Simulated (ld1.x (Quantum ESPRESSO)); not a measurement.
**Varying the RRKJ potential for Sc (Z = 21)**

Base potential:

| Item | Value |
| --- | --- |
| Element | Sc |
| Generator | ld1.x (Quantum ESPRESSO) 7.5 |
| Type | norm-conserving RRKJ (Kleinman–Bylander form) |
| Functional | LDA (PZ) |
| Relativity | scalar-relativistic |
| Frozen core | [Ar] |
| Valence charge | 3 |
| Reference configuration | 3d1 4s1.5 4p0.5 |
| Partial waves | 4s (bound): rc 3.00 bohr; 4p (bound): rc 4.20 bohr; 3d (bound): rc 1.35 bohr |
| Local potential | all-electron potential smoothed inside 2.75 bohr (lloc = -1) |
| Core correction | a·sin(br)/r model core inside 0.65 bohr |
| rho0 | 0.01 |

All-electron outer shells of the reference configuration (LDA (PZ), scalar-relativistic, ld1.x):

| shell | level (eV) | outermost node (bohr) | outermost maximum (bohr) |
| --- | --- | --- | --- |
| 3s | -55.37 | 0.42 | 0.92 |
| 3p | -34.22 | 0.39 | 0.97 |
| 4s | -4.67 | 1.33 | 3.02 |
| 3d | -4.01 | – | 1.10 |
| 4p | -1.83 | 1.49 | 3.98 |

Cutoffs, loose and tight: the cutoffs (Ry, on a coarse ladder) from which the occupation-weighted sum of valence levels, in a spherical-Bessel basis at the reference potential, stays within 10 and 1 mRy of its value at 400 Ry. They do not see the model core or the augmentation charge, which bear on the density cutoff. Test errors are all-electron minus pseudo excitation energies from the reference, over the configurations 3d1 4s2 4p0; 3d1 4s1 4p0; 3d1 4s0 4p0; 3d2 4s0 4p0; 3d1 4s1 4p1; 3d1.5 4s1.5 4p0; 3d0 4s2 4p1 (two spin-polarised tests are not counted in the largest error). A dash means not determined; rows that change the core or the reference have their own tests.

A true bound ghost makes a file unfit for plane-wave use even where its test errors are small: the radial tests pick states by their node count and pass the ghost by.

| change | outcome | cutoff, loose | cutoff, tight | bound ghosts | largest test error (meV) |
| --- | --- | --- | --- | --- | --- |
| base | generated | 70 Ry | 90 Ry | none | -254 |
| local potential all-electron potential smoothed inside 2.48 bohr (lloc = -1) | generated | 70 Ry | 90 Ry | none | -247 |
| local potential all-electron potential smoothed inside 3.04 bohr (lloc = -1) | generated | 70 Ry | 90 Ry | none | -262 |
| local potential all-electron potential smoothed inside 3.40 bohr (lloc = -1) | generated | 70 Ry | 90 Ry | none | -306 |
| local potential all-electron potential smoothed inside 4.14 bohr (lloc = -1) | generated | 70 Ry | 90 Ry | none | -455 |
| local potential all-electron potential smoothed inside 4.82 bohr (lloc = -1) | generated | 70 Ry | 90 Ry | none | -475 |

Q: What comes out with this change to the base: local potential all-electron potential smoothed inside 1.82 bohr (lloc = -1)?

A: outcome: generated; cutoff, loose: 70 Ry; cutoff, tight: 90 Ry; bound ghosts: s; largest test error (meV): -540.

Reading the sweep of the rcloc (base included, trends over the rows without a ghost): The loose cutoff stays near 70 Ry. The median size of the test errors (rows with all tests solved) rises from 21.9 meV at 2.48 to 66.9 meV at 4.82 bohr. Bound ghosts are found at 1.82 bohr.
